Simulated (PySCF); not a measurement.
Correlation energy of S⁺ (sulfur, charge +1)

[Ne] 3s2 3p2 3d1, one real determinant (an excited configuration). Computed with PySCF 2.14 in aug-cc-pVQZ-DK, with scalar relativity by spin-free X2C-1e. Frozen: [Ne]; 5 electrons correlated.

| level | correlation energy (mhartree) |
| --- | --- |
| CCSD | -119.94 |
| (T) | -17.81 |
| CCSD(T) | -137.75 |

Diagnostics: T1 = 0.025, D1 = 0.0750, largest double amplitude 0.345.

Task: Is a single reference adequate?

Result: Not fully. The real determinant used has ⟨L²⟩ near 8 against 12 for a pure F term, so it mixes terms. The outer electron is Rydberg-like, and this basis confines it to a smaller radius and binds it less than a complete one would. A double-excitation amplitude exceeds 0.15, a sign of near-degeneracy.

The reference is one real determinant that mixes LS terms of this configuration.
